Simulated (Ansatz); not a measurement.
Consider the ligand exchange at a B–C bond: `BC(C)=N` + `CC(N)O` → `BNC(C)O` + `CC=N`.

Computed with Ansatz on PBE0-D4/def2-TZVP structures; ΔE is electronic, products minus reactants. CBS: MP2 limit from def2 TZ/QZ plus the TZ coupled-cluster correction, frozen cores. DFT in def2-TZVPP. One conformer a species, not always the lowest.

```tsv
level	ΔE (kcal/mol)	difference from CCSD(T)/CBS
ωB97X-V	-37.1	-0.3
ωB97M-V	-37.6	-0.8
r2SCAN	-36.3	0.5
PBE0	-36.8	0.0
MP2/def2-TZVPP	-37.7	-0.9
CCSD/def2-TZVPP	-37.6	-0.8
CCSD(T)/def2-TZVPP	-37.5	-0.7
MP2/def2-QZVPP	-37.3	-0.5
SCS-MP2/def2-QZVPP	-37.3	-0.5
HF/CBS(def2)	-37.5	-0.7
CCSD(T)/CBS	-36.8	0
```

Largest T1 diagnostic among the species: 0.015.

From PBE to PBE0 (25 % exact exchange), in def2-TZVPP and without D4, ΔE moves by −1.0 kcal/mol.
